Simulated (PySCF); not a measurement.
# TiF₂ + HCl → TiHCl + F₂

Level: PBE0 in the def2-TZVP basis family, all electrons, no relativity, computed in PySCF with density fitting; open shells unrestricted.

| species | state and structure | E (Eh) | ZPE (kJ/mol) | H(298 K) − H(0) (kJ/mol) | S° (J/(mol K)) |
| --- | --- | --- | --- | --- | --- |
| TiF₂ | triplet, C2v, Ti–F 1.792 Å (×2); F–Ti–F 139.4° | -1048.94908 | 9.0 | 12.4 | 279.9 |
| HCl | singlet, C∞v, H–Cl 1.279 Å | -460.66440 | 17.9 | 8.7 | 186.6 |
| TiHCl | triplet, Cs, Ti–Cl 2.233 Å, Ti–H 1.756 Å; Cl–Ti–H 130.2° | -1309.91739 | 14.1 | 11.7 | 272.0 |
| F₂ | singlet, D∞h, F–F 1.376 Å | -199.40856 | 6.6 | 8.7 | 201.9 |

Q: What is the electronic reaction energy?

A: At PBE0/def2-TZVP, ΔE = 754.9 kJ/mol from the differences of the total energies times 2625.5, uphill. 

Q: Add zero-point, thermal and entropy terms for 298.15 K and 1 bar.

A: ΔZPE = -6.2 and Δ[H(298) − H(0)] = -0.7 kJ/mol give ΔH° = 748.0 kJ/mol. ΔS° = 7.4 J/(mol K), so ΔG° = 748.0 − 298.15 × (0.0074) = 746 kJ/mol.

Open d or f shells are single determinants, so the state found may not be the ground state. Each species is the lowest minimum found with this bonding; other isomers or fragments can lie lower.
